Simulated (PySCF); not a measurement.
A side-by-side comparison of computed properties.

First species: C₄H₁₀P₂S.
SMILES with atom numbers: `[S:1]=[PH:2]1[CH2:3][CH2:4][PH:5][CH2:6][CH2:7]1` (hydrogens: H8 on P2; H9, H10 on C3; H11, H12 on C4; H13 on P5; H14, H15 on C6; H16, H17 on C7)

Structure used (GFN2-xTB), in Å, numbered top down from 1:
```xyz
17
C4H10P2S angstrom
S     -2.928    1.129    1.393
P     -1.423    0.610    0.307
C     -1.045   -1.187    0.269
C      0.154   -1.523   -0.608
P      1.711   -0.815    0.131
C      1.313    0.976   -0.196
C      0.170    1.434    0.701
H     -1.527    0.884   -1.068
H     -1.954   -1.694   -0.075
H     -0.876   -1.489    1.310
H      0.274   -2.609   -0.670
H      0.007   -1.135   -1.621
H      2.483   -0.982   -1.025
H      2.209    1.565    0.018
H      1.052    1.118   -1.249
H     -0.003    2.513    0.617
H      0.378    1.216    1.756
```

Second species: C₃H₉F₂PSi₂.
InChI=1S/C3H9F2PSi2/c4-3-1-7-8(5,6)2-3/h3H,1-2,6-7H2/t3-,8+/m1/s1

Levels: B3LYP/def2-SVPD for HOMO energy, LUMO energy, HOMO–LUMO gap and static isotropic polarisability; TDDFT B3LYP/def2-SVPD for lowest singlet excitation; TDA B3LYP/def2-SVPD for lowest triplet excitation (Tamm–Dancoff). Geometries: GFN2-xTB. Each species is one conformer at its optimised geometry, gas phase, non-relativistic unless stated; the electronic structure was computed with PySCF and density fitting.

```csv
property,column X,column Y
HOMO energy,-7.20 eV,-6.29 eV
LUMO energy,-0.87 eV,-0.32 eV
HOMO–LUMO gap,6.33 eV,5.97 eV
lowest singlet excitation,5.49 eV,5.21 eV
lowest triplet excitation (Tamm–Dancoff),4.79 eV,5.06 eV
static isotropic polarisability,117.0 au,117.4 au
```

Task: Which column belongs to which species?

Result: Column X is the second species and column Y the first. The first has 17 atoms and 80 electrons, the second 17 and 88.

Task: How does each property change from the first species to the second?

Result: HOMO energy -0.91 eV; LUMO energy -0.55 eV; HOMO–LUMO gap +0.36 eV; lowest singlet excitation +0.28 eV; lowest triplet excitation (Tamm–Dancoff) -0.27 eV; static isotropic polarisability -0.4 au.

On the first: S1 lies 0.76 eV below the HOMO–LUMO gap. The 8 singlets span 5.21 to 6.06 eV, and their oscillator strengths add up to 0.09.

On the second: The polarisability is 17.34 Å³ as a volume (1 au = 0.148185 Å³), or 1.33 au for each of the 88 electrons. The 8 singlets span 5.49 to 7.02 eV, and their oscillator strengths add up to 0.73.
